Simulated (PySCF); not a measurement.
Radial density of Ga²⁹⁺ (gallium, charge +29)

TPSS, 1s2, closed-shell 1S. All numbers are calculated (PySCF 2.14, the spin-free X2C one-electron Hamiltonian (Gaussian nucleus), in an uncontracted even-tempered set (17 s from 37 bohr⁻², ratio 2.2; 7 p from 57 bohr⁻², ratio 2.4; 4 d from 170 bohr⁻², ratio 2.4; 3 f from 250 bohr⁻², ratio 2.4; 3 g from 380 bohr⁻², ratio 2.4)).

| r (bohr) | 4πr²ρ (e/bohr) |
| --- | --- |
| 0.000646 | 0.1557 |
| 0.00109 | 0.3945 |
| 0.00183 | 0.9849 |
| 0.00307 | 2.390 |
| 0.00517 | 5.534 |
| 0.00869 | 11.81 |
| 0.0146 | 21.89 |
| 0.0246 | 31.91 |
| 0.0414 | 30.92 |
| 0.0696 | 15.01 |
| 0.117 | 2.280 |
| 0.197 | 0.04946 |
| 0.331 | 4.236e-05 |

Densities and radii are taken from the X2C orbitals without a picture-change correction, which distorts them close to the nucleus.
